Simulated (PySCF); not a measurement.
# P(3+) (phosphorus, charge +3): LDA calculation

Configuration: [Ne] 3s2, closed-shell 1S. Computed with PySCF 2.14 in dyall-acv3z (19s12p6d4f, 113 functions), with the spin-free X2C one-electron Hamiltonian (Gaussian nucleus).

```
Total energy                        : -338.5926 hartree
One-electron energy                 : -452.7220 hartree
Hartree (Coulomb) energy            : 135.0213 hartree
Exchange-correlation energy         : -20.8919 hartree
⟨S²⟩                                : 0.0000
⟨L²⟩                                : 0.000
Sum of ⟨r⟩                          : 7.485 bohr
Sum of ⟨r²⟩                         : 8.788 bohr²
Langevin diamagnetic susceptibility : -6.96 ×10⁻⁶ cm³/mol
```

| shell | electrons | mean orbital energy (hartree) | rms radius, mean of both spins (bohr) |
| --- | --- | --- | --- |
| 1s | 2 | -77.72453 | 0.120 |
| 2s | 2 | -7.77252 | 0.568 |
| 2p | 6 | -5.99119 | 0.542 |
| 3s | 2 | -1.68091 | 1.78 |

Densities and radii are taken from the X2C orbitals without a picture-change correction, which distorts them close to the nucleus.
